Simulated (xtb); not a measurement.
Cl4Si, charge -1, doublet, from a rough starting geometry (a state made from the parent by changing its charge; the spin is typed, not shown lowest); GFN2-xTB in xtb.

Here is a job for xtb.
```
$ xtb mol.xyz --gfn 2 --chrg -1 --uhf 1 --opt vtight --json

# file mol.xyz
5

Cl    -1.19162661    -1.20802605    -1.08556914
Si     0.00058667    -0.00138858     0.02252314
Cl    -0.80686319     1.87002469     0.01409056
Cl     0.16341269    -0.74374008     1.85876055
Cl     1.85701701     0.09524304    -0.85336877
```

Output, abridged:

```
   ID    Z sym.   atoms
    1   17 Cl     1, 3-5
    2   14 Si     2

           -------------------------------------------------
          |                Calculation Setup                |
           -------------------------------------------------

           -------------------------------------------------
          |                 G F N 2 - x T B                 |
           -------------------------------------------------

          ...................................................
          :                      SETUP                      :
          :.................................................:
          :  # basis functions                  50          :
          :  # atomic orbitals                  45          :
          :  # shells                           15          :
          :  # electrons                        33          :
          :  max. iterations                   250          :
          :  Hamiltonian                  GFN2-xTB          :
          :  restarted?                      false          :
          :  GBSA solvation                  false          :
          :  PC potential                    false          :
          :  electronic temp.          300.0000000     K    :
          :  accuracy                    1.0000000          :
          :  -> integral cutoff          0.2500000E+02      :
          :  -> integral neglect         0.1000000E-07      :
          :  -> SCF convergence          0.1000000E-05 Eh   :
          :  -> wf. convergence          0.1000000E-03 e    :
          :  Broyden damping             0.4000000          :
          :  net charge                         -1          :
          :  unpaired electrons                  1          :
          ...................................................

 iter      E             dE          RMSdq      gap      omega  full diag
   1    -19.9976147 -0.199976E+02  0.784E+00    0.13       0.0  T
   2    -20.1166220 -0.119007E+00  0.599E+00    0.03       1.0  T
   3    -20.2146555 -0.980336E-01  0.382E+00    0.04       1.0  T
   4    -20.2143466  0.308886E-03  0.315E+00    0.08       1.0  T
   5    -20.2179557 -0.360908E-02  0.314E+00    0.13       1.0  T
   6    -20.2180282 -0.725372E-04  0.314E+00    0.14       1.0  T
   7    -20.2161796  0.184863E-02  0.501E+00    0.71       1.0  T
   8    -20.2197894 -0.360983E-02  0.715E-01    0.44       1.0  T
   9    -20.2198477 -0.582461E-04  0.927E-01    0.36       1.0  T
  10    -20.2200381 -0.190430E-03  0.210E-01    0.45       1.0  T
  11    -20.2200754 -0.372878E-04  0.382E-01    0.48       1.0  T
  12    -20.2201260 -0.506173E-04  0.919E-02    0.47       1.0  T
  13    -20.2201471 -0.211083E-04  0.162E-01    0.46       1.0  T
  14    -20.2201492 -0.204767E-05  0.254E-01    0.46       1.0  T
  15    -20.2201551 -0.595470E-05  0.425E-02    0.47       1.1  T
  16    -20.2201554 -0.225283E-06  0.930E-03    0.48       4.8  T
  17    -20.2201554 -0.230824E-07  0.190E-02    0.48       2.3  T
  18    -20.2201554 -0.115926E-07  0.161E-02    0.47       2.8  T
  19    -20.2201554 -0.950512E-08  0.104E-02    0.47       4.3  T
  20    -20.2201554 -0.976103E-08  0.760E-04    0.48      58.9  T
  21    -20.2201554 -0.372587E-09  0.383E-03    0.48      11.7  T
  22    -20.2201554 -0.114568E-08  0.133E-03    0.48      33.5  T
  23    -20.2201554  0.238849E-10  0.189E-03    0.48      23.6  T
  24    -20.2201554 -0.130747E-09  0.907E-04    0.48      49.3  T

   *** convergence criteria satisfied after 24 iterations ***

         :::::::::::::::::::::::::::::::::::::::::::::::::::::
         ::                     SUMMARY                     ::
         :::::::::::::::::::::::::::::::::::::::::::::::::::::
         :: total energy             -20.194150291952 Eh    ::
         :: gradient norm              0.115154909866 Eh/a0 ::
         :: HOMO-LUMO gap              0.475763181664 eV    ::
         ::.................................................::
[...]
 * total energy  :   -20.2821220 Eh     change       -0.3428109E-03 Eh
 * total energy  :   -20.2819309 Eh     change        0.1911677E-03 Eh
 * total energy  :   -20.2823532 Eh     change       -0.4223601E-03 Eh
 * total energy  :   -20.2823500 Eh     change        0.3219489E-05 Eh
 * total energy  :   -20.2823633 Eh     change       -0.1333764E-04 Eh
 * total energy  :   -20.2823617 Eh     change        0.1601884E-05 Eh
 * total energy  :   -20.2823636 Eh     change       -0.1856905E-05 Eh
 * total energy  :   -20.2823622 Eh     change        0.1431425E-05 Eh
 * total energy  :   -20.2823637 Eh     change       -0.1491275E-05 Eh
 * total energy  :   -20.2823628 Eh     change        0.8346910E-06 Eh
 * total energy  :   -20.2823639 Eh     change       -0.1038118E-05 Eh
 * total energy  :   -20.2823639 Eh     change       -0.1944276E-08 Eh
   *** GEOMETRY OPTIMIZATION CONVERGED AFTER 28 ITERATIONS ***
         :: total energy             -20.282363856761 Eh    ::
[...]
         7        2.0000           -0.3180323              -8.6541
         8        2.0000           -0.3121858              -8.4950
         9        2.0000           -0.2961153              -8.0577
        10        2.0000           -0.2903953              -7.9021
        11        2.0000           -0.2884594              -7.8494
        12        2.0000           -0.2840053              -7.7282
        13        2.0000           -0.2690320              -7.3207
        14        2.0000           -0.2685487              -7.3076
        15        2.0000           -0.2682798              -7.3003
        16        2.0000           -0.2677998              -7.2872
        17        1.0000           -0.1666037              -4.5335 (HOMO)
        18                         -0.0508206              -1.3829 (LUMO)
        19                          0.0164838               0.4485
        20                          0.0252943               0.6883
        21                          0.1322478               3.5986
        22                          0.1388161               3.7774
        23                          0.1447734               3.9395
        24                          0.1593346               4.3357
        25                          0.1634562               4.4479
        26                          0.1635185               4.4496
        27                          0.1636942               4.4543
        28                          0.1640280               4.4634
       ...                                ...                  ...
        45                          0.8738440              23.7785
      -------------------------------------------------------------
                  HL-Gap            0.1157832 Eh            3.1506 eV
             Fermi-level           -0.1629570 Eh           -4.4343 eV

     #   Z          covCN         q      C6AA      α(0)
     1  17 Cl       0.828    -0.306   108.875    15.962
     2  14 Si       3.133     0.553   150.357    26.248
     3  17 Cl       0.788    -0.470   114.532    16.371
     4  17 Cl       0.788    -0.470   114.527    16.371
     5  17 Cl       0.828    -0.306   108.875    15.962

 Mol. C6AA /au·bohr⁶  :       2927.664065
 Mol. C8AA /au·bohr⁸  :     139414.867963
 Mol. α(0) /au        :         90.914867

Wiberg/Mayer (AO) data.
largest (>0.10) Wiberg bond orders for each atom

 ---------------------------------------------------------------------------
     #   Z sym  total        # sym  WBO       # sym  WBO       # sym  WBO
 ---------------------------------------------------------------------------
     1  17 Cl   1.109 --     2 Si   0.960
     2  14 Si   3.320 --     5 Cl   0.960     1 Cl   0.960     4 Cl   0.700
                             3 Cl   0.700
     3  17 Cl   0.842 --     2 Si   0.700
     4  17 Cl   0.842 --     2 Si   0.700
     5  17 Cl   1.109 --     2 Si   0.960
 ---------------------------------------------------------------------------

Topologies differ in total number of bonds
Writing topology from bond orders to xtbtopo.mol

molecular dipole:
                 x           y           z       tot (Debye)
 q only:       -0.062       0.090       0.181
   full:        0.087      -0.173      -0.270       0.844
molecular quadrupole (traceless):
                xx          xy          yy          xz          yz          zz
 q only:        2.950       3.198      -5.185      -3.850       9.313       2.234
  q+dip:        3.461       3.662      -5.758      -4.181      10.186       2.297
   full:        3.796       3.815      -5.552      -3.803       9.488       1.755

optimized geometry written to: xtbopt.xyz

           -------------------------------------------------
          | TOTAL ENERGY              -20.282363856761 Eh   |
          | GRADIENT NORM               0.000009915235 Eh/α |
          | HOMO-LUMO GAP               3.150620376173 eV   |
           -------------------------------------------------

normal termination of xtb
```
